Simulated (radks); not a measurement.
The numbers below are computed, except where a source is named.
Task: These are the eigenvalues of the occupied orbitals of an atom or ion with whole-number occupations (hartree). Level of theory: non-relativistic Kohn-Sham, PBE, spin-unpolarised, spherical densities, point nucleus (a radial shooting solver on a logarithmic mesh with Libxc functionals).

orbital  eigenvalue
1s        -2925.214
2s        -510.9599
2p        -492.9114
3s        -137.9947
3p        -129.4097
3d        -113.4059
4s        -46.45649
4p        -42.66174
4d        -35.65818
4f        -26.15697

Which element is it, and in what charge state? The configuration may be excited.

Result: Z = 82, lead, charge +23: Pb23+ in [Kr] 4d10 4f13. The list shows which subshells hold electrons but not how many an open one holds; the 1s level, -2925.2 hartree, gives Z - s = 76.5 by -(Z - s)^2/2, which with screening narrows Z to a few neighbours, and the depths of the outer levels then fix element, charge and occupations together.
